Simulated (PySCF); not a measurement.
Cartesian coordinates (Å):
```xyz
5

Hf     0.0019    -0.0036    -0.0006
Cl    -1.0987     2.0115     0.4368
Cl    -0.8064    -1.6597     1.4379
Cl    -0.3828    -0.6398    -2.2172
Cl     2.2969     0.2789     0.3425
```
Charge 0, multiplicity 1.

What charge on the central atom (Mulliken), HOMO and LUMO does TPSSh-D3(BJ)/def2-TZVP // BP86-D3(BJ)/def2-SVP (PySCF 2.14.0) give?


```
Quantity                                 Result
-------------------------------------  --------
charge on the central atom (Mulliken)    1.27 e
HOMO                                   -8.99 eV
LUMO                                   -2.68 eV
```
